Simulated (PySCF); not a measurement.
C₂H₄Al₂Cl₂.
Numbering: `[CH:1]#[C:2][AlH-:3]1[Cl+:4][AlH2-:5][Cl+:6]1` (hydrogens: H7 on C1; H8 on Al3; H9, H10 on Al5)

A GFN2-xTB structure was refined with PBE0-D3(BJ)/def2-SVP geometry optimisation, gas phase (PySCF 2.14.0). Its GFN2-xTB values:

```csv
coordinate,GFN2-xTB
C1≡C2,1.212 Å
C1–H7,1.055 Å
C2–Al3,1.940 Å
Al3–Cl4,2.208 Å
Al3–H8,1.535 Å
Cl4–Al5,2.185 Å
Al5–Cl6,2.184 Å
Al5–H9,1.541 Å
Al5–H10,1.541 Å
C1–C2–Al3,179.1°
C2–Al3–Cl4,108.2°
Al3–Cl4–Al5,90.4°
Cl4–Al3–Cl6,89.0°
Cl4–Al5–Cl6,90.2°
```

Question: How do these coordinates change at the PBE0-D3(BJ)/def2-SVP level?

Answer: 
| coordinate | PBE0-D3(BJ)/def2-SVP (Å or °) | change |
| --- | --- | --- |
| Al5–Cl6 | 2.320 | +0.136 |
| Cl4–Al5 | 2.318 | +0.133 |
| Al3–Cl4 | 2.307 | +0.099 |
| C2–Al3 | 1.903 | -0.037 |
| Al5–H10 | 1.576 | +0.035 |
| Al3–H8 | 1.570 | +0.035 |
| Al5–H9 | 1.576 | +0.035 |
| C1–H7 | 1.076 | +0.021 |
| C1≡C2 | 1.221 | +0.009 |
| Cl4–Al3–Cl6 | 90.1 | +1.1 |
| C1–C2–Al3 | 178.3 | -0.8 |
| Cl4–Al5–Cl6 | 89.4 | -0.8 |
| C2–Al3–Cl4 | 108.0 | -0.2 |
| Al3–Cl4–Al5 | 90.2 | -0.2 |

The energy falls by 8.1 kcal/mol over 10 energy and gradient evaluations, the largest force component goes from 0.0364 to 3.9e-04 Eh/bohr, and the atoms move by 0.094 Å rms after alignment. The bond that changes most is Al5–Cl6 (ends: aluminium bonded to 2 Cl and 2 H; chlorine bonded to 2 Al), which lengthens by 0.136 Å. Bonds longer at the end by more than 0.005 Å: 9 of 10; shorter: 1. Rotational constants go from 2251, 1159, 924.5 to 2059, 1112, 869.0 MHz.

The run used 120 basis functions and 62 SCF cycles in all.

No PBE0-D3(BJ)/def2-SVP frequencies stand behind this structure, so it isn't proved a minimum.
